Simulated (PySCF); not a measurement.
W(O)(F)3(OMe) (CH3F3O2W), SMILES [O]=[W]([F])([F])([O]C)[F], multiplicity 1.

Geometry optimised at PBE-D3(BJ)/def2-SVP. The spin state was assumed, not searched. The def2 effective core potentials stand for the cores of W; spin–orbit coupling is left out. One conformer was computed; it need not be the lowest.

Two levels are set side by side: PBE/def2-TZVP (PySCF) and ωB97X/def2-TZVP (PySCF). Same geometry, gas phase. Differences are taken from unrounded values.

| quantity | ωB97X | PBE | PBE minus ωB97X |
|---|---|---|---|
| orbital gap (eV) | 10.85 | 4.02 | -6.83 |
| highest occupied level (eV) | -12.08 | -8.07 | 4.01 |
| lowest empty level (eV) | -1.23 | -4.04 | -2.82 |
| dipole moment (D) | 3.91 | 3.95 | 0.03 |
| mean polarisability (bohr³) | 59.0 | 63.4 | 4.4 |

PBE's occupied levels lie high since its potential decays too fast outside the molecule; exact exchange lowers them and widens the gap. PBE's more diffuse valence density responds more strongly to a field. Differences between two approximate levels are no errors against the true value.

Rough cost on one machine, each run with all the roots and properties that it gave: ωB97X against PBE within a factor of 2.
